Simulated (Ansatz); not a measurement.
Relaxation of CH$_{5}$B$_{2}$NOS (11 atoms, charge 0, multiplicity 1), to a largest force component of 0.02 eV/Å in at most 50 steps.

The calculation used Ansatz 0.2.0, RKS LDA/def2-SVP.

```xyz
11
Properties=species:S:1:pos:R:3
B 0.349 -1.365 0.398
C 0.362 0.229 0.038
N 0.864 1.165 1.010
O 0.953 0.482 -1.211
B -0.564 0.844 -1.076
S -2.324 0.885 -1.728
H -0.717 -1.834 0.586
H 1.335 -1.895 0.610
H 1.027 -1.775 -0.463
H 0.296 1.107 1.900
H -2.346 -0.530 -1.847
```

Question: Where does it end, and by what steps?

Answer: It converged. After 36 steps the energy has fallen by 7.344 eV; H7 moved furthest, 2.73 Å. Parted: B1–C2, B1–H9. Joined: B1–N3, C2–H9.

| step | energy less start (eV) | largest force component (eV/Å) | accepted |
| --- | --- | --- | --- |
| 0 | 0.0000 | 4.726 | yes |
| 2 | -2.8844 | 3.414 | yes |
| 4 | -3.5513 | 1.011 | yes |
| 6 | -3.8717 | 1.357 | yes |
| 8 | -4.3004 | 1.698 | yes |
| 10 | -4.6649 | 1.449 | yes |
| 12 | -4.7865 | 0.259 | yes |
| 14 | -4.9122 | 0.552 | yes |
| 16 | -5.2756 | 1.343 | yes |
| 18 | -5.6614 | 1.452 | yes |
| 20 | -5.7878 | 0.581 | yes |
| 22 | -5.8748 | 0.391 | yes |
| 24 | -6.0626 | 1.660 | yes |
| 26 | -6.4784 | 1.884 | yes |
| 28 | -7.0118 | 0.528 | yes |
| 30 | -7.2333 | 0.870 | yes |
| 32 | -7.3368 | 0.239 | yes |
| 34 | -7.3429 | 0.077 | yes |
| 36 | -7.3436 | 0.008 | yes |

```xyz
11
Properties=species:S:1:pos:R:3
B 0.992 -1.334 1.427
C 0.146 -0.335 -0.686
N 0.265 -0.389 0.708
O 0.637 0.932 -1.321
B -0.673 0.695 -1.450
S -2.065 1.545 -2.141
H 0.984 -1.280 2.643
H 1.595 -2.190 0.801
H 0.580 -1.234 -1.166
H -0.265 0.332 1.213
H -2.960 0.569 -1.811
```

Time of the run: 77 s on 2 threads of Arm Neoverse V1, on a shared host, peak memory 0.18 GiB.
